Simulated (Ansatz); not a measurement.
`B[As](N)[GaH2]` + H₂ → `B[AsH]N` + `[GaH3]` at 400 K and 1 bar (hydrogenolysis of the As–Ga bond).

Computed with Ansatz on PBE0-D4/def2-TZVP structures; ΔE is electronic, products minus reactants. CCSD(T)/CBS adds triple-zeta CCSD(T) − MP2 to the extrapolated MP2 energy (def2 sets, frozen cores). This one scheme is used for every species. For As, Ga outer-core shells are correlated without core-valence functions, which leaves a few kJ/mol of doubt a bond. Scalar relativity is left out up to krypton. Each species was taken in one conformer, which may not be the lowest.

| species | CCSD(T)/CBS energy (Eh) | H − E (kJ/mol) | S (J/(mol·K)) |
| --- | --- | --- | --- |
| `B[As](N)[GaH2]` | -4242.03918 | 196.8 | 409.9 |
| H₂ | -1.17544 | 38.0 | 139.0 |
| `B[AsH]N` | -2317.47891 | 169.3 | 330.7 |
| `[GaH3]` | -1925.70545 | 64.2 | 231.8 |

H − E and S are ideal-gas, rigid-rotor, harmonic terms from PBE0-D4/def2-TZVP, for one conformer and one mirror image of each species. For small species the MP2-based limit differs from directly extrapolated CCSD(T) by up to some mEh (0.8 for H₂); such offsets cancel only in part. 1 Eh = 2625.50 kJ/mol, R = 8.31446 J/(mol·K).

Problem. By hand: ΔE, ΔH, ΔS and ΔG.

Solution. ΔE = (-2317.47891) + (-1925.70545) − (-4242.03918) − (-1.17544) = 0.03026 Eh = 79.4 kJ/mol. Δ(H − E) = 169.3 + 64.2 − 196.8 − 38.0 = -1.3, so ΔH = 78.1 kJ/mol. ΔS = 330.7 + 231.8 − 409.9 − 139.0 = 13.6 J/(mol·K). ΔG = 78.1 − 400 × (13.6)/1000 = 72.7 kJ/mol.

Problem. By hand: the equilibrium constant, and the temperature at which ΔG would vanish if ΔH and ΔS stayed fixed.

Solution. log₁₀ K = −ΔG/(RT ln 10) = -9.5. ΔG = 0 at ΔH/ΔS = 5743 K, far beyond where these terms or the molecules hold.

The number of gas molecules stays the same, so ΔS is small and ΔH decides. A doubt of 5 kJ/mol in ΔE shifts log₁₀ K by 0.7 here. Other conformers and mirror images would add mixing entropy, several J/(mol·K) or more a flexible species. These are equilibria of isolated gas molecules and say nothing of rates. Largest T1 diagnostic: 0.016 (customary marks: 0.02 for closed shells, 0.045 for open ones).
